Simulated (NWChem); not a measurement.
The numbers come from NWChem runs, not from measurements. System: tert-butanol (C4H10O), charge 0, spin multiplicity 1, at a geometry optimised with B3LYP/def2-SVP. Level: G0W0@LDA (SVWN5)/def2-SVP, RI basis def2-svp-rifit.

The NWChem input:

```
start mol
memory heap 200 mb stack 700 mb global 1700 mb
geometry units angstroms nocenter noautoz
  C      0.795564     0.318176    -1.264426
  C     -0.018163     0.003708     0.000000
  C      0.795564     0.318176     1.264426
  C     -0.480081    -1.454937     0.000000
  O     -1.221834     0.776256     0.000000
  H      1.711259    -0.291885    -1.323086
  H      0.189719     0.127037    -2.163496
  H      1.100925     1.378804    -1.278210
  H      0.189719     0.127037     2.163496
  H      1.711259    -0.291885     1.323086
  H      1.100925     1.378804     1.278210
  H      0.378136    -2.144296     0.000000
  H     -1.095103    -1.657543    -0.890146
  H     -1.095103    -1.657543     0.890146
  H     -0.974362     1.710685     0.000000
  symmetry group Cs
end
basis spherical
  * library def2-svp
end
basis "ri basis" bse spherical
  * library def2-svp-rifit
end
dft
  xc slater vwn_5
  iterations 100
  direct
  tolerances tight
end
task dft energy
gw
  states alpha occ 4 vir 2
end
task dft gw
```

NWChem printed:

```
             Northwest Computational Chemistry Package (NWChem) 7.3.0
             --------------------------------------------------------

                                NWChem Input Module
                                -------------------

 Scaling coordinates for geometry "geometry" by  1.889725989
 (inverse scale =  0.529177249)

 Turning off AUTOSYM since
 SYMMETRY directive was detected!

                             Geometry "geometry" -> ""
                             -------------------------

 Output coordinates in angstroms (scale by  1.889725989 to convert to a.u.)

  No.       Tag          Charge          X              Y              Z
 ---- ---------------- ---------- -------------- -------------- --------------
    1 C                    6.0000     0.79556400     0.31817600    -1.26442600
    2 C                    6.0000    -0.01816300     0.00370800     0.00000000
    3 C                    6.0000     0.79556400     0.31817600     1.26442600
    4 C                    6.0000    -0.48008100    -1.45493700     0.00000000
    5 O                    8.0000    -1.22183400     0.77625600     0.00000000
    6 H                    1.0000     1.71125900    -0.29188500    -1.32308600
    7 H                    1.0000     0.18971900     0.12703700    -2.16349600
    8 H                    1.0000     1.10092500     1.37880400    -1.27821000
    9 H                    1.0000     0.18971900     0.12703700     2.16349600
   10 H                    1.0000     1.71125900    -0.29188500     1.32308600
   11 H                    1.0000     1.10092500     1.37880400     1.27821000
   12 H                    1.0000     0.37813600    -2.14429600     0.00000000
   13 H                    1.0000    -1.09510300    -1.65754300    -0.89014600
   14 H                    1.0000    -1.09510300    -1.65754300     0.89014600
   15 H                    1.0000    -0.97436200     1.71068500     0.00000000

 Effective nuclear repulsion energy (a.u.)     198.8061398076

            Nuclear Dipole moment (a.u.)
            ----------------------------
        X                 Y               Z
 ---------------- ---------------- ----------------
     0.0000113384     0.0000018897    -0.0000000000

      Symmetry information
      --------------------

 Group name             Cs
 Group number              2
 Group order               2
 No. of unique centers    10

      Symmetry unique atoms

     1    2    4    5    6    7    8   12   13   15


 Summary of "ao basis" -> "" (spherical)
 ------------------------------------------------------------------------------
       Tag                 Description            Shells   Functions and Types
 ---------------- ------------------------------  ------  ---------------------
 *                          def2-svp                  on all atoms

 new library libraries.bse/

 Summary of "ri basis" -> "" (spherical)
 ------------------------------------------------------------------------------
       Tag                 Description            Shells   Functions and Types
 ---------------- ------------------------------  ------  ---------------------
 *                       def2-svp-rifit               on all atoms

                                 NWChem DFT Module
                                 -----------------

 Summary of "ao basis" -> "ao basis" (spherical)
 ------------------------------------------------------------------------------
       Tag                 Description            Shells   Functions and Types
 ---------------- ------------------------------  ------  ---------------------
 C                          def2-svp                 6       14   3s2p1d
 O                          def2-svp                 6       14   3s2p1d
 H                          def2-svp                 3        5   2s1p

 Summary of "ao basis" -> "ao basis" (spherical)
 ------------------------------------------------------------------------------
       Tag                 Description            Shells   Functions and Types
 ---------------- ------------------------------  ------  ---------------------
 C                          def2-svp                 6       14   3s2p1d
 O                          def2-svp                 6       14   3s2p1d
 H                          def2-svp                 3        5   2s1p

      Symmetry analysis of basis
      --------------------------

        a'         72
        a"         48

            General Information
            -------------------
          SCF calculation type: DFT
          Wavefunction type:  closed shell.
          No. of atoms     :    15
          No. of electrons :    42
           Alpha electrons :    21
            Beta electrons :    21
          Charge           :     0
          Spin multiplicity:     1
          Use of symmetry is: on ; symmetry adaption is: on
          Maximum number of iterations: 100
          This is a Direct SCF calculation.
          AO basis - number of functions:   120
                     number of shells:    60
          Convergence on energy requested:  1.00D-06
          Convergence on density requested:  1.00D-05
          Convergence on gradient requested:  5.00D-04

              XC Information
              --------------
                        Slater Exchange Functional  1.000 local
                      VWN V Correlation Functional  1.000 local

             Grid Information
             ----------------
          Grid used for XC integration:  medium
          Radial quadrature: Mura-Knowles
          Angular quadrature: Lebedev.
          Tag              B.-S. Rad. Rad. Pts. Rad. Cut. Ang. Pts.
[...]
 HOMO         =      -0.360421
 LUMO         =       0.076500

      Symmetry analysis of molecular orbitals - initial
      -------------------------------------------------

  Numbering of irreducible representations:

     1 a'          2 a"

  Orbital symmetries:

     1 a'          2 a'          3 a'          4 a"          5 a'
     6 a'          7 a'          8 a'          9 a"         10 a'
    11 a'         12 a'         13 a"         14 a'         15 a"
    16 a'         17 a'         18 a"         19 a"         20 a'
    21 a"         22 a'         23 a'         24 a'         25 a"
    26 a'         27 a"         28 a'         29 a"         30 a'
    31 a'

   convergence    iter        energy       DeltaE   RMS-Dens  Diis-err    time
 ---------------- ----- ----------------- --------- --------- ---------  ------
 d= 0,ls=0.0,diis     1   -231.3795611307 -4.30D+02  1.37D-02  9.99D-01     2.7
 d= 0,ls=0.0,diis     2   -231.3373735194  4.22D-02  9.39D-03  1.24D+00     4.3
 d= 0,ls=0.0,diis     3   -231.4346382539 -9.73D-02  2.59D-03  2.34D-01     5.8
 d= 0,ls=0.0,diis     4   -231.4554034488 -2.08D-02  6.12D-04  7.61D-03     7.4
 d= 0,ls=0.0,diis     5   -231.4561786307 -7.75D-04  2.08D-04  7.60D-04     9.1
 d= 0,ls=0.0,diis     6   -231.4562704804 -9.18D-05  3.88D-05  1.21D-05    10.7
 d= 0,ls=0.0,diis     7   -231.4562716736 -1.19D-06  1.22D-05  2.10D-06    12.1
 d= 0,ls=0.0,diis     8   -231.4562719242 -2.51D-07  3.83D-06  2.08D-07    13.5

         Total DFT energy =     -231.456271924203
      One electron energy =     -709.183191068861
           Coulomb energy =      310.781389815840
    Exchange-Corr. energy =      -31.860610478829
 Nuclear repulsion energy =      198.806139807647

 Numeric. integr. density =       42.000008705083

     Total iterative time =     13.0s

                  Occupations of the irreducible representations
                  ----------------------------------------------

                     irrep           alpha         beta
                     --------     --------     --------
                     a'               14.0         14.0
                     a"                7.0          7.0

                       DFT Final Molecular Orbital Analysis
                       ------------------------------------

 Vector   19  Occ=2.000000D+00  E=-3.014081D-01  Symmetry=a"
              MO Center=  3.1D-02, -2.7D-01,  6.0D-15, r^2= 3.6D+00
   Bfn.  Coefficient  Atom+Function         Bfn.  Coefficient  Atom+Function
  ----- ------------  ---------------      ----- ------------  ---------------
    20     -0.265325   2 C  pz                6      0.249083   1 C  pz
    34      0.249083   3 C  pz               48      0.234074   4 C  pz
   106     -0.177808  13 H  s               111      0.177808  14 H  s
    62     -0.175811   5 O  pz               76     -0.172094   7 H  s
    86      0.172094   9 H  s                 9      0.122561   1 C  pz

 Vector   20  Occ=2.000000D+00  E=-2.708372D-01  Symmetry=a'
              MO Center= -5.1D-01,  2.3D-01,  3.4D-15, r^2= 2.7D+00
   Bfn.  Coefficient  Atom+Function         Bfn.  Coefficient  Atom+Function
  ----- ------------  ---------------      ----- ------------  ---------------
    60      0.370636   5 O  px               18     -0.261749   2 C  px
    63      0.256114   5 O  px               47      0.241461   4 C  py
    59     -0.213924   5 O  s                45      0.211797   4 C  s
   116      0.179156  15 H  s                19     -0.166705   2 C  py
    61      0.159626   5 O  py                4      0.150192   1 C  px

 Vector   21  Occ=2.000000D+00  E=-2.164555D-01  Symmetry=a"
              MO Center= -7.7D-01,  6.3D-01, -2.7D-16, r^2= 1.8D+00
   Bfn.  Coefficient  Atom+Function         Bfn.  Coefficient  Atom+Function
  ----- ------------  ---------------      ----- ------------  ---------------
    62      0.576398   5 O  pz               65      0.436350   5 O  pz
    20     -0.174582   2 C  pz                3      0.168295   1 C  s
    31     -0.168295   3 C  s                 6      0.142619   1 C  pz
    34      0.142619   3 C  pz                4     -0.129838   1 C  px
    32      0.129838   3 C  px               72     -0.108167   6 H  s

 Vector   22  Occ=0.000000D+00  E= 1.241185D-02  Symmetry=a'
              MO Center=  3.9D-01,  6.0D-01, -8.6D-15, r^2= 6.8D+00
   Bfn.  Coefficient  Atom+Function         Bfn.  Coefficient  Atom+Function
  ----- ------------  ---------------      ----- ------------  ---------------
     3      0.924573   1 C  s                31      0.924573   3 C  s
    45      0.663865   4 C  s               117     -0.660661  15 H  s
    82     -0.595273   8 H  s                97     -0.595273  11 H  s
    72     -0.555251   6 H  s                92     -0.555251  10 H  s
   102     -0.532773  12 H  s                17      0.458510   2 C  s

 Vector   23  Occ=0.000000D+00  E= 6.184687D-02  Symmetry=a'
              MO Center= -5.9D-01,  1.7D-01,  2.4D-14, r^2= 6.9D+00
   Bfn.  Coefficient  Atom+Function         Bfn.  Coefficient  Atom+Function
  ----- ------------  ---------------      ----- ------------  ---------------
    45      1.170060   4 C  s               117      0.855426  15 H  s
   107     -0.734367  13 H  s               112     -0.734367  14 H  s
    77     -0.726635   7 H  s                87     -0.726635   9 H  s
     3      0.716698   1 C  s                31      0.716698   3 C  s
    59     -0.478040   5 O  s                49     -0.335410   4 C  px

 Vector   24  Occ=0.000000D+00  E= 6.539916D-02  Symmetry=a'
              MO Center=  1.0D+00, -3.2D-02,  1.2D-14, r^2= 6.0D+00
   Bfn.  Coefficient  Atom+Function         Bfn.  Coefficient  Atom+Function
  ----- ------------  ---------------      ----- ------------  ---------------
   102      0.827445  12 H  s                72      0.814199   6 H  s
    92      0.814199  10 H  s                82     -0.797369   8 H  s
    97     -0.797369  11 H  s                 8      0.558239   1 C  py
    36      0.558239   3 C  py               49     -0.345849   4 C  px
    50      0.337981   4 C  py                7     -0.308942   1 C  px

 center of mass
 --------------
 x =  -0.08127916 y =   0.03333094 z =  -0.00000000

 moments of inertia (a.u.)
 ------------------
         395.775706168917          -9.302799146799          -0.000000000000
          -9.302799146799         392.323346620136          -0.000000000000
          -0.000000000000          -0.000000000000         386.539454698544

     Multipole analysis of the density
     ---------------------------------

     L   x y z        total         alpha         beta         nuclear
     -   - - -        -----         -----         ----         -------
     0   0 0 0     -0.000000    -21.000000    -21.000000     42.000000

     1   1 0 0      0.512809      0.256399      0.256399      0.000011
     1   0 1 0      0.235445      0.117722      0.117722      0.000002
     1   0 0 1      0.000000      0.000000      0.000000     -0.000000

     2   2 0 0    -26.760121    -71.886021    -71.886021    117.011921
     2   1 1 0     -0.154412     -5.216441     -5.216441     10.278471
     2   1 0 1      0.000000      0.000000      0.000000      0.000000
     2   0 2 0    -22.326745    -75.015375    -75.015375    127.704005
     2   0 1 1     -0.000000     -0.000000     -0.000000      0.000000
     2   0 0 2    -24.949169    -78.361045    -78.361045    131.772922

 Task  times  cpu:       13.5s     wall:       13.5s

                                NWChem Input Module
                                -------------------

                                 NWChem GW Module
                                 ----------------

                             ***********************
                             ***        GW       ***
                             ***********************

 Summary of "ri basis" -> "ri basis" (spherical)
 ------------------------------------------------------------------------------
       Tag                 Description            Shells   Functions and Types
 ---------------- ------------------------------  ------  ---------------------
 C                       def2-svp-rifit             16       48   6s5p4d1f
 O                       def2-svp-rifit             16       48   6s5p4d1f
 H                       def2-svp-rifit              6       14   3s2p1d

                 Memory Information
                 ------------------
          Available GA per process is          1699.9 MBs
          Available stack per process is        700.0 MBs
          Available heap per process is           0.0 MBs

          Peak memory in Initialization
              Peak GA per process is                  9.2 MBs
              Peak stack per process is               0.2 MBs
              Peak heap per process is                9.5 MBs
              Memory not in MA per process            0.0 MBs

          Peak memory in AFF Calculation
              Peak GA per process is                 46.9 MBs
              Peak stack per process is              33.0 MBs
              Peak heap per process is                0.0 MBs
              Memory not in MA per process           33.0 MBs

          Computing 2-center integrals
          Computing Inverse Cholesky factor
          Computing 3-center integrals
          Computing V_xc ...

          Computing Sigma_x
          Computing RPA polarizability
          Solving quasiparticle equations

                  Alpha Orbitals
          State     Energy (eV)     Error (eV)
          -----------------------------------
@GW        18        -11.775           0.002
@GW        19        -11.589           0.002
@GW        20        -10.567           0.002
@GW        21         -9.067           0.002
@GW        22          3.376           0.002
@GW        23          4.807           0.002

   Applying  -3.1768 eV scissor-shift to rest of particle states

   Applying   3.0382 eV scissor-shift to rest of hole states

     GW Timing Statistics
   ------------------------
   Init.   :          0.0s
     ERIs  :          1.7s
     Distr.:          0.0s
     Vxc   :          0.5s
   Sigma_x :          0.0s
   RPA     :          2.3s
   Wmn     :          0.1s
   Sigma_c :          0.0s
   GW total:          4.7s

 Task  times  cpu:        4.7s     wall:        4.7s

 Total times  cpu:       18.2s     wall:       18.2s
```
